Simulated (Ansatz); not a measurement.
Consider the atomization: `C=COB(O)O` → B• + 2 C• + 5 H• + 3 O•.

Program: Ansatz. Geometries: PBE0-D4/def2-TZVP. ΔE: electronic, gas phase. CCSD(T)/CBS adds triple-zeta CCSD(T) − MP2 to the extrapolated MP2 energy (def2 sets, frozen cores). This one scheme is used for every species, atoms too. No spin–orbit coupling; open shells (•) take unrestricted orbitals. Spin–orbit coupling would lower the free atoms: a little for B, C, O. One conformer a species, not always the lowest.

| species | CCSD(T)/CBS(def2) energy (Eh) |
| --- | --- |
| `C=COB(O)O` | -329.56692 |
| B• | -24.60433 |
| C• | -37.79194 |
| H• | -0.50000 |
| O• | -75.00631 |

(1) Work out ΔE.

(2) What do rigid-rotor, harmonic-oscillator terms from PBE0-D4/def2-TZVP frequencies (298.15 K, 1 bar) make of the CCSD(T)/CBS value? (Estimate.)

Largest T1 diagnostic among the species: 0.014.

Answers

(1) ΔE = 5 × (-0.50000) + 3 × (-75.00631) + 2 × (-37.79194) + (-24.60433) − (-329.56692) = 1.85978 Eh = +4882.9 kJ/mol.

(2) Ansatz gave: ΔZPE = -215.7 kJ/mol, ΔH = +4715.4 kJ/mol, ΔS = 1193 J/(mol·K), ΔG = +4359.9 kJ/mol. Open shells count their whole term as degenerate.

The D4 term adds +29.0 kJ/mol with B3LYP and +15.2 kJ/mol with PBE0; it sums over pairs of atoms, weighted by their polarisabilities, and B3LYP, whose exchange is more repulsive, gets the larger term. Leaving LDA and LC-ωPBE aside and taking each functional with its dispersion term where it has one, the values, not all of them listed here, spread over 326.9 kJ/mol, from BHLYP-D4 to PBE-D4. LDA lies +675.4 kJ/mol from PBE without D4, its usual overbinding. From PBE to PBE0 (25 % exact exchange), in def2-TZVPP and without D4, ΔE moves by −125.2 kJ/mol: exact exchange takes away binding that semilocal exchange gives to molecules.

B3LYP here is the variant with VWN-RPA as its local correlation; programs differ in this.

For atomizations the MP2-based limit and the directly extrapolated one differ by several kJ/mol either way, and by 10 to 25 for some Ge, Se and Sn compounds, so smaller differences from it don't rank the levels.
